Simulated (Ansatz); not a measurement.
A structure relaxed at PBE-D4/def2-SVP in Ansatz, charge 0, doublet:

```csv
atom,x (Å),y (Å),z (Å)
Fe1,0.0795,0.0095,-0.0073
Cl2,-0.3641,-1.4315,1.4540
Cl3,0.1107,2.0368,0.5728
Cl4,0.1740,-0.6148,-2.0195
```

(1) Give its formula and point group.

(2) Summarise the bond lengths by kind (pairs closer than 1.2 times the sum of covalent radii, bridged metal pairs left out).

Answers

(1) FeCl3 (the lowest doublet isomer of a short search). Point group Cs (tolerance 0.1 Å).

(2) 3 × Cl–Fe 2.10 to 2.11 Å. The metal has 3 neighbours: Cl 2.10 Å, Cl 2.11 Å, Cl 2.11 Å.

The charge 0 doublet is spin-contaminated (final ⟨S²⟩ up to 2.25, 0.75 for a pure state). At PBE-D4/def2-SVP a sextet of charge 0 lies 1.31 eV below the doublet, each at its own geometry. The structure comes from a short search, and lower isomers may exist.
